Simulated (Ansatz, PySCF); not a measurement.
Species: iodine monochloride, ICl, net charge 0, singlet state. 
Geometry from a B3LYP-D3(BJ)/def2-TZVP (Ansatz, a program for electronic structure) optimisation:
```xyz
2

Cl     0.0000     0.0000    -1.7753
I      0.0000     0.0000     0.5694
```

Wanted: vertical ionisation energy (to the doublet state of charge +1; each state is the SCF solution reached for its spin), in eV. Valence correlation only, unless marked. UHF or UKS for open shells. Spin-orbit coupling is left out. The frozen core is the preceding noble-gas configuration, with the filled d and f shells of earlier blocks. In def2 rows, elements after Kr have scalar-relativistic effective core potentials. CBS marks a two-point X^-3 extrapolation of the correlation energy; Hartree-Fock from the larger set.

```
level                                 program  vertical ionisation energy (eV)  minus last row
------------------------------------  -------  -------------------------------  --------------
SVWN5/def2-TZVPD                       Ansatz                            10.24           -0.20
PBE/def2-TZVPD                         Ansatz                            10.02           -0.42
r2SCAN/def2-TZVPD                      Ansatz                            10.17           -0.27
PBE0/def2-TZVPD                        Ansatz                            10.26           -0.18
BHLYP/def2-TZVPD                       Ansatz                            10.32           -0.12
CAM-B3LYP/def2-TZVPD                   Ansatz                            10.38           -0.06
wB97M-V/def2-TZVPD                     Ansatz                            10.32           -0.12
wB97X-V/def2-TZVPD                     Ansatz                            10.41           -0.03
CCSD/def2-SVPD                         Ansatz                            10.15           -0.29
CCSD/def2-TZVPPD                       Ansatz                            10.22           -0.22
CCSD/CBS(def2-TZVPPD,def2-QZVPPD)      Ansatz                            10.45            0.01
CCSD(T)/def2-SVPD                      Ansatz                            10.12           -0.32
CCSD(T)/def2-TZVPPD                    Ansatz                            10.20           -0.24
CCSD(T)/def2-QZVPPD                    Ansatz                            10.33           -0.11
CCSD(T)/CBS(def2-TZVPPD,def2-QZVPPD)   Ansatz                            10.44            0.00
```

For comparison, minus the highest occupied orbital energy (PySCF): 9.09 eV at M06-2X/def2-TZVPD, 7.94 eV at PW6B95/def2-TZVPD, 6.79 eV at BP86/def2-TZVPD.
